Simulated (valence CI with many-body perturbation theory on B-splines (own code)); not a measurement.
# Pr26+: E2, E3, M1, M2 decay

Computed by relativistic CI+MBPT: five valence electrons over a frozen Dirac-Fock core [Ar] 3d10, radial functions for each j: 9 s, 9 p, 8 d, 6 f, 3 g, 1 h, with the one-electron correlation potential Σ1 (screened to all orders), the two-electron term Σ2, the three-electron term Σ3, Breit, model QED; selected single and double excitations, second order for the rest (own B-spline code, finite nucleus).

No measured spectrum was set against this ion. As an estimate, large intervals hold to a few tenths of a per cent, small ones and those within an open d or f shell to about a per cent. Among the levels kept, up to 270 cm⁻¹ of a level comes from second order outside the variational space, and about a tenth of that is noise between levels of different J, which matters for small intervals.

Lines 1 to 20 of 20 in falling wavelength, among levels below 1552400 cm⁻¹, chosen from the decays that carry over 1 % of a level's rate. Wavelengths and rates use the calculated energies. Electric multipoles are in the length gauge, E1 and E2 with the static RPA response of the core. S is in atomic units (e²a₀⁴ for E2 and M2, e²a₀⁶ for E3), for M1 in squared Bohr magnetons. Weak lines are less certain than strong ones. Lines between different terms over intervals too small for the method are left out, as are lines whose strength nearly cancels.

Levels are named by their leading jj configuration (3d3/2^4 stands for four electrons in 3d with j = 3/2), which in mixed levels can hold well under half, so a name can repeat and another be missing. Letters in brackets count levels of one name in rising energy.

```tsv
λ vac (Å)	Upper	Lower	Type	A (s⁻¹)	S (a.u.)
3218	(4s^2 4p1/2 4p3/2 4d5/2) J=9/2	(4s^2 4p1/2 4p3/2 4d5/2) J=7/2 [a]	M1	1.09e+02	1.35e+00
2010	(4s^2 4p1/2 4p3/2 4d5/2) J=9/2	(4s^2 4p1/2 4p3/2 4d3/2) J=7/2	M1	1.70e+03	5.12e+00
690.7	(4s^2 4p3/2^2 4d5/2) J=9/2	(4s^2 4p1/2 4p3/2 4d5/2) J=7/2 [b]	M1	3.16e+04	3.86e+00
545.5	(4s^2 4p1/2 4p3/2 4d5/2) J=9/2	(4s^2 4p1/2^2 4d5/2) J=5/2	E2	3.29e+02	1.42e-01
529.1	(4s^2 4p1/2 4p3/2^2) J=3/2	(4s^2 4p1/2^2 4p3/2) J=3/2	M1	1.43e+05	3.13e+00
518.4	(4s^2 4p3/2^3) J=3/2	(4s^2 4p1/2 4p3/2^2) J=1/2	M1	3.63e+04	7.51e-01
479.1	(4s^2 4p3/2^2 4d5/2) J=9/2	(4s^2 4p1/2 4p3/2 4d5/2) J=9/2	M1	7.47e+04	3.05e+00
456.0	(4s^2 4p1/2 4p3/2^2) J=5/2	(4s^2 4p1/2^2 4p3/2) J=3/2	M1	2.68e+04	5.65e-01
456.0	(4s^2 4p1/2 4p3/2^2) J=5/2	(4s^2 4p1/2^2 4p3/2) J=3/2	E2	1.69e+03	1.78e-01
431.7	(4s^2 4p3/2^3) J=3/2	(4s^2 4p1/2 4p3/2^2) J=5/2	M1	5.74e+04	6.85e-01
431.7	(4s^2 4p3/2^3) J=3/2	(4s^2 4p1/2 4p3/2^2) J=5/2	E2	4.42e+03	2.37e-01
417.0	(4s^2 4p3/2^2 4d5/2) J=9/2	(4s^2 4p1/2 4p3/2 4d5/2) J=7/2 [a]	M1	6.06e+04	1.63e+00
387.6	(4s^2 4p1/2 4p3/2^2) J=1/2	(4s^2 4p1/2^2 4p3/2) J=3/2	M1	1.29e+05	5.55e-01
387.6	(4s^2 4p1/2 4p3/2^2) J=1/2	(4s^2 4p1/2^2 4p3/2) J=3/2	E2	2.63e+03	4.11e-02
386.9	(4s^2 4p3/2^2 4d5/2) J=9/2	(4s^2 4p1/2 4p3/2 4d3/2) J=7/2	M1	1.36e+04	2.93e-01
381.8	(4s^2 4p3/2^3) J=3/2	(4s^2 4p1/2 4p3/2^2) J=3/2	M1	2.61e+05	2.15e+00
247.4	(4s^2 4p1/2 4p3/2 4d5/2) J=9/2	(4s 4p1/2^2 4p3/2^2) J=5/2	E2	4.80e+02	3.97e-03
163.1	(4s^2 4p3/2^2 4d5/2) J=9/2	(4s 4p1/2^2 4p3/2^2) J=5/2	E2	4.46e+03	4.60e-03
115.8	(4s^2 4p1/2 4p3/2 4d5/2) J=9/2	(4s^2 4p1/2 4p3/2^2) J=5/2	M2	1.31e+03	2.42e-04
92.32	(4s^2 4p1/2 4p3/2 4d5/2) J=9/2	(4s^2 4p1/2^2 4p3/2) J=3/2	E3	5.41e+01	9.83e-02
```
